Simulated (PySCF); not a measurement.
Working with the constants of SiBi⁺

UHF-CCSD(T) constants of SiBi⁺, ³Σ⁻ (triplet), unpaired electrons π ↑↑ (basis Si def2-SVPD, Bi def2-SVPD with ECP60; scalar-relativistic core potentials; PySCF 2.14; masses 27.9769 and 208.9804 u):

| Item | Value |
| --- | --- |
| ωe | 303.2 cm⁻¹ |
| ωexe | 1.01 cm⁻¹ |
| Be | 0.097208 cm⁻¹ |
| αe | 0.000421 cm⁻¹ |
| D (centrifugal) | 4e-08 cm⁻¹ |

Give the vibrational terms G(v) and spacings up to v = 6.

G(v) = ωe(v+½) − ωexe(v+½)².

| v | G(v) (cm⁻¹) | G(v) − G(v−1) | Bv (cm⁻¹) |
| --- | --- | --- | --- |
| 0 | 151.3 |  | 0.09700 |
| 1 | 452.5 | 301.2 | 0.09658 |
| 2 | 751.7 | 299.2 | 0.09616 |
| 3 | 1048.8 | 297.1 | 0.09573 |
| 4 | 1343.9 | 295.1 | 0.09531 |
| 5 | 1637.0 | 293.1 | 0.09489 |
| 6 | 1928.1 | 291.1 | 0.09447 |

Correlated steps freeze 9 core orbitals. Spin–orbit coupling is left out, which matters for elements this heavy, above all for dissociation energies. The state is the lowest determinant that a PBE0 search found; another state may lie lower at other levels.
